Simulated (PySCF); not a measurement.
**Excitation energy of Cr+ by level of theory**

Cr+ [Ar] 3d5 (6S) → Cr+ [Ar] 3d4 4p1 (high-spin determinant), as a difference of total energies. Calculation: PySCF 2.14, in x2c-TZVPPall (6s5p4d2f1g, 64 functions); the spin-free X2C one-electron Hamiltonian (Gaussian nucleus). Correlated levels: valence: [Ar] frozen. The calculations carry no spin-orbit coupling.

```tsv
method	excitation energy (cm⁻¹)
UHF	39377
MP2 (valence)	45327
SCS-MP2 (valence)	41360
CCSD (valence)	45070
CCSD(T) (valence)	45220
```

A first-order spin-orbit estimate (lowest level to lowest level, LS coupling) adds -0.061 eV.

The basis was made for the ground configuration and has no added diffuse functions, so the excitation energy can come out too high.

The determinant of the upper state mixes LS terms, which raises its energy above the lowest term, most at the Hartree-Fock and MP2 levels.
